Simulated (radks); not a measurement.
The numbers below are computed, except where a source is named.
Problem. Numerical settings for neutral mercury, [Hg]. Code: a radial shooting solver on a logarithmic mesh with Libxc functionals. Model: scalar-relativistic Kohn-Sham, PBE, spin-polarised, spherical densities, finite nucleus; Fermi nuclear charge, rms radius 5.4648 fm. The defaults (mesh step 0.008 in ln r, mesh end at 40 bohr or more with all orbitals vanishing there, Anderson mixing 0.5 over 9 steps, residual threshold near 1e-9 with the energy settled to 1e-9 hartree or 1e-11 of itself, here a cap of 55 iterations) give E = -19617.974 hartree and 6s at -6.811 eV in 15 iterations. Run on one thread of a shared host, so times are rough (Intel(R) Xeon(R) 6975P-C): 0.26 s of CPU time, 0.26 s wall, 15 iterations on 2440 mesh points. One setting is changed at a time: mesh step in ln r 0.02; mesh step in ln r 0.003; mesh step in ln r 0.2; mesh end (bohr) 8; mesh end (bohr) 12; residual threshold 1e-16; residual threshold 1e-13; mixing 0.05; linear mixing, mixing 0.8; linear mixing, mixing 0.05; mixing history 3; iteration cap 8. Which runs fail to converge, and which converge to a wrong energy?

Solution. Not converged within the cap: mesh step in ln r 0.2; residual threshold 1e-16; linear mixing, mixing 0.8; linear mixing, mixing 0.05; iteration cap 8. Settings that end as converged yet miss the energy by more than 1 mhartree: mesh end (bohr) 8 (+0.00115 hartree).
